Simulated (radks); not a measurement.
Spherical jellium clusters: N electrons in a uniform positive sphere of charge N and radius rs N^(1/3), rs = 2.44 bohr. Method: non-relativistic Kohn-Sham, LDA (Slater exchange, Perdew-Wang correlation), spin-polarised, spherical densities; computed with a radial shooting solver with Libxc functionals. Levels are named by radial order and angular momentum (1s, 1p, 1d, 2s, ...), and open shells are averaged over m.

N = 18, configuration 1s2 1p6 1d10. This is the lowest configuration that the search found. Occupied and some empty levels:

| level | occupation | eigenvalue (eV) | <r> (bohr) |
|---|---|---|---|
| 1s | 2 | -9.3853 | 3.788 |
| 1p | 6 | -6.9433 | 4.793 |
| 1d | 10 | -4.2441 | 5.604 |
| 2s | 0 | -3.7913 | 5.211 |
| 1f | 0 | -1.4352 | 6.589 |
| 2p | 0 | -1.2484 | 7.507 |

Energy (eV): total -19.6357, kinetic 73.947, external -1596.8, Hartree 773.33, exchange-correlation -97.308, background 827.24. Static polarisability (adiabatic kernel): 423.5 bohr^3, against R^3 = 261.5 for a classical metal sphere.

Electron density:

| r (bohr) | n(r) (e/bohr^3) |
|---|---|
| 0.486 | 0.008991 |
| 1.03 | 0.009863 |
| 1.57 | 0.01136 |
| 2.11 | 0.01335 |
| 2.65 | 0.01552 |
| 3.19 | 0.01737 |
| 3.73 | 0.01830 |
| 4.27 | 0.01783 |
| 4.82 | 0.01580 |
| 5.36 | 0.01258 |
| 5.90 | 0.008909 |
| 6.44 | 0.005644 |
| 6.98 | 0.003282 |
| 7.52 | 0.001804 |
| 8.06 | 0.0009577 |
| 8.60 | 0.0004964 |
| 9.14 | 0.0002530 |
| 9.69 | 0.0001275 |
| 10.2 | 0.00006354 |
| 10.8 | 0.00003165 |
